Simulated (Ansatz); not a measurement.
Born–Oppenheimer molecular dynamics of BCl2H3OS (8 atoms, charge 0, multiplicity 1). It starts at the highest image of a converged band. Of that band: The profile has 2 maxima (images 3, 5) with wells between them (image 4): this band takes more than one step, which may be the mechanism or a detour left from its start path. A vibrational analysis at the climbing image gives one clearly imaginary mode, 1059i cm⁻¹: a first-order saddle point.

Method: RKS BHLYP-D4/def2-SVP in Ansatz 0.2.0.

```json
{"ensemble": "NVE (velocity Verlet)", "time step": "0.5 fs", "steps asked": "200", "starting velocities drawn for": "100 K", "seed": "6274"}
```

Frames 0.5 fs apart, positions in Å, forces in eV/Å.

Velocities at 75 fs (Å/ps):

```
B -1.51 2.70 1.08
Cl -2.02 -9.93 12.12
Cl 2.03 2.07 -1.96
O -2.90 5.45 -4.50
H 4.21 0.85 -21.49
S 1.85 6.46 -9.60
H -1.22 -2.75 2.67
H 0.01 -42.59 26.60
```

```xyz
8
Properties=species:S:1:pos:R:3:forces:R:3 time_fs=75 energy_less_start_eV=-0.844 T=1188
B 0.300 0.576 -0.260 -0.98 0.83 -1.51
Cl -0.198 -1.014 2.673 0.04 -0.36 1.13
Cl 1.823 -0.245 -0.562 0.12 0.02 0.35
O -0.787 0.024 -0.855 0.90 -0.58 0.85
H -1.632 0.354 -0.594 -0.46 0.40 0.03
S 0.181 2.327 0.323 0.91 -0.84 0.12
H 1.530 2.453 0.371 -0.48 0.18 0.18
H -0.127 -1.364 3.942 -0.06 0.35 -1.15
8
Properties=species:S:1:pos:R:3:forces:R:3 time_fs=75.5 energy_less_start_eV=-0.823 T=1162
B 0.299 0.577 -0.259 -0.98 0.81 -1.56
Cl -0.199 -1.019 2.679 0.06 -0.44 1.37
Cl 1.824 -0.244 -0.563 0.07 0.03 0.37
O -0.788 0.027 -0.857 1.25 -0.69 0.78
H -1.631 0.355 -0.605 -0.76 0.53 0.13
S 0.182 2.330 0.319 0.85 -0.85 0.13
H 1.529 2.452 0.372 -0.42 0.19 0.18
H -0.127 -1.385 3.954 -0.07 0.43 -1.40
8
Properties=species:S:1:pos:R:3:forces:R:3 time_fs=76 energy_less_start_eV=-0.808 T=1142
B 0.298 0.579 -0.259 -0.97 0.79 -1.60
Cl -0.200 -1.024 2.685 0.07 -0.50 1.53
Cl 1.825 -0.242 -0.564 0.02 0.05 0.38
O -0.789 0.029 -0.859 1.47 -0.77 0.74
H -1.631 0.357 -0.615 -0.93 0.60 0.18
S 0.183 2.334 0.314 0.77 -0.87 0.14
H 1.527 2.452 0.374 -0.34 0.20 0.18
H -0.127 -1.405 3.962 -0.08 0.49 -1.55
8
Properties=species:S:1:pos:R:3:forces:R:3 time_fs=76.5 energy_less_start_eV=-0.802 T=1135
B 0.297 0.580 -0.259 -0.95 0.77 -1.63
Cl -0.201 -1.029 2.691 0.07 -0.53 1.58
Cl 1.826 -0.241 -0.565 -0.03 0.07 0.39
O -0.790 0.032 -0.861 1.50 -0.78 0.74
H -1.634 0.360 -0.625 -0.94 0.61 0.19
S 0.184 2.337 0.309 0.65 -0.88 0.15
H 1.524 2.451 0.377 -0.23 0.21 0.18
H -0.128 -1.423 3.967 -0.08 0.52 -1.61
8
Properties=species:S:1:pos:R:3:forces:R:3 time_fs=77 energy_less_start_eV=-0.808 T=1142
B 0.295 0.582 -0.260 -0.90 0.76 -1.65
Cl -0.202 -1.034 2.698 0.07 -0.53 1.54
Cl 1.827 -0.240 -0.566 -0.08 0.09 0.41
O -0.791 0.034 -0.863 1.35 -0.73 0.78
H -1.638 0.365 -0.635 -0.77 0.56 0.16
S 0.185 2.340 0.304 0.53 -0.89 0.15
H 1.520 2.452 0.380 -0.11 0.22 0.19
H -0.128 -1.441 3.968 -0.08 0.53 -1.57
8
Properties=species:S:1:pos:R:3:forces:R:3 time_fs=77.5 energy_less_start_eV=-0.821 T=1159
B 0.293 0.585 -0.261 -0.84 0.74 -1.66
Cl -0.203 -1.039 2.704 0.07 -0.50 1.41
Cl 1.828 -0.239 -0.567 -0.14 0.11 0.42
O -0.791 0.036 -0.865 1.05 -0.64 0.84
H -1.645 0.372 -0.644 -0.47 0.45 0.09
S 0.186 2.343 0.300 0.39 -0.90 0.15
H 1.517 2.452 0.383 0.02 0.23 0.19
H -0.129 -1.457 3.965 -0.08 0.50 -1.44
8
Properties=species:S:1:pos:R:3:forces:R:3 time_fs=78 energy_less_start_eV=-0.838 T=1180
B 0.291 0.587 -0.263 -0.77 0.73 -1.66
Cl -0.204 -1.045 2.711 0.05 -0.44 1.18
Cl 1.829 -0.238 -0.568 -0.19 0.13 0.43
O -0.792 0.039 -0.866 0.66 -0.51 0.91
H -1.653 0.379 -0.653 -0.09 0.31 0.01
S 0.188 2.346 0.295 0.25 -0.90 0.15
H 1.513 2.454 0.387 0.15 0.23 0.20
H -0.130 -1.472 3.959 -0.06 0.44 -1.21
8
Properties=species:S:1:pos:R:3:forces:R:3 time_fs=78.5 energy_less_start_eV=-0.853 T=1200
B 0.289 0.589 -0.264 -0.68 0.72 -1.66
Cl -0.205 -1.050 2.718 0.04 -0.34 0.86
Cl 1.830 -0.237 -0.569 -0.24 0.15 0.45
O -0.792 0.041 -0.868 0.24 -0.38 0.96
H -1.661 0.388 -0.662 0.30 0.16 -0.07
S 0.189 2.348 0.290 0.12 -0.89 0.15
H 1.509 2.456 0.391 0.26 0.24 0.20
H -0.131 -1.486 3.950 -0.04 0.34 -0.90
8
Properties=species:S:1:pos:R:3:forces:R:3 time_fs=79 energy_less_start_eV=-0.864 T=1213
B 0.287 0.592 -0.267 -0.57 0.71 -1.64
Cl -0.206 -1.055 2.724 0.01 -0.20 0.46
Cl 1.831 -0.236 -0.569 -0.30 0.18 0.46
O -0.792 0.043 -0.869 -0.14 -0.26 1.00
H -1.668 0.396 -0.671 0.66 0.02 -0.14
S 0.190 2.351 0.285 0.01 -0.89 0.15
H 1.507 2.458 0.396 0.36 0.23 0.20
H -0.133 -1.499 3.939 -0.02 0.20 -0.50
8
Properties=species:S:1:pos:R:3:forces:R:3 time_fs=79.5 energy_less_start_eV=-0.868 T=1218
B 0.285 0.595 -0.269 -0.45 0.70 -1.62
Cl -0.207 -1.060 2.731 -0.02 -0.03 -0.01
Cl 1.832 -0.235 -0.570 -0.36 0.20 0.47
O -0.793 0.045 -0.870 -0.46 -0.17 1.01
H -1.673 0.405 -0.680 0.93 -0.09 -0.18
S 0.191 2.354 0.281 -0.08 -0.87 0.15
H 1.505 2.461 0.401 0.43 0.23 0.20
H -0.134 -1.511 3.926 0.01 0.03 -0.03
8
Properties=species:S:1:pos:R:3:forces:R:3 time_fs=80 energy_less_start_eV=-0.865 T=1216
B 0.282 0.598 -0.272 -0.32 0.69 -1.59
Cl -0.208 -1.065 2.738 -0.05 0.17 -0.51
Cl 1.833 -0.234 -0.571 -0.41 0.22 0.47
O -0.793 0.046 -0.871 -0.67 -0.12 0.99
H -1.677 0.413 -0.690 1.09 -0.17 -0.19
S 0.193 2.356 0.276 -0.13 -0.85 0.15
H 1.504 2.465 0.406 0.46 0.22 0.20
H -0.135 -1.524 3.914 0.04 -0.16 0.47
8
Properties=species:S:1:pos:R:3:forces:R:3 time_fs=80.5 energy_less_start_eV=-0.860 T=1208
B 0.280 0.601 -0.275 -0.18 0.67 -1.56
Cl -0.209 -1.071 2.745 -0.08 0.38 -1.00
Cl 1.834 -0.233 -0.572 -0.47 0.25 0.48
O -0.793 0.048 -0.872 -0.78 -0.11 0.94
H -1.678 0.421 -0.700 1.13 -0.20 -0.18
S 0.194 2.359 0.271 -0.15 -0.82 0.16
H 1.504 2.469 0.413 0.45 0.20 0.20
H -0.136 -1.537 3.903 0.07 -0.37 0.96
```

Of the whole run (100 fs, mean temperature of the second half 1279 K): The conserved energy stayed within 0.11 meV per atom of its start (net change -0.00088 meV per atom), so the integration is sound. The kinetic energy rose, since the run started high on the potential surface and went downhill. It ends in pieces (BClH2OS + ClH), so much of that is their flight and rotation, not heat. A run of 0.1 ps of so small a system gives no equilibrium averages. The orbitals stay closed-shell, which can raise the energy where a bond breaks towards radicals; this wasn't checked here.

Run time: 9.3 min on 2 threads of Intel(R) Xeon(R) Platinum 8259CL CPU @ 2.50GHz (Skylake/Cascade Lake), on a shared host, peak memory 0.24 GiB.
